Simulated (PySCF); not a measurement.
C₂H₄ClNOSi. Atoms are numbered in the order given.

```xyz
10

O      1.4731     0.2554    -1.3002
Si     0.2242     0.0709    -0.2309
Cl     0.8699    -1.1710     1.3183
C     -0.8454     1.5317     0.2820
N     -1.9067     1.0820    -0.2919
C     -1.5103    -0.2062    -0.9422
H      2.3708     0.0609    -1.0044
H     -0.8504     2.4777     0.8402
H     -2.1195    -1.0459    -0.5724
H     -1.6314    -0.1497    -2.0359
```

Coordinates come from a B3LYP-D3(BJ)/def2-SVP optimisation. The structure was generated by enumeration; whether it is a known compound was not checked. Other conformers were not sampled.

Calculation: PySCF with B3LYP/pcSseg-1.

GIAO shieldings, no solvent; atoms listed in one row are averaged. δ = σ(ref) − σ: ¹⁷O against H2O (σ = 333.8 ppm); ²⁹Si against TMS (σ = 338.7 ppm); ³⁵Cl against HCl (σ = 933.3 ppm); ¹³C against TMS (σ = 181.3 ppm); ¹⁵N against NH3 (σ = 265.5 ppm); ¹H against TMS (σ = 31.68 ppm), references at their B3LYP-D3(BJ)/def2-TZVP geometries, non-relativistic (without spin–orbit terms, shifts of atoms bonded to Cl or Br come out too high).

```tsv
nucleus	atoms	count	δ (ppm)
¹⁷O	O1	1	87.3
²⁹Si	Si2	1	-7.9
³⁵Cl	Cl3	1	84.0
¹³C	C4	1	201.0
¹³C	C6	1	75.6
¹⁵N	N5	1	510.1
¹H	H8	1	8.74
¹H	H10	1	4.71
¹H	H9	1	4.55
¹H	H7	1	3.08
```
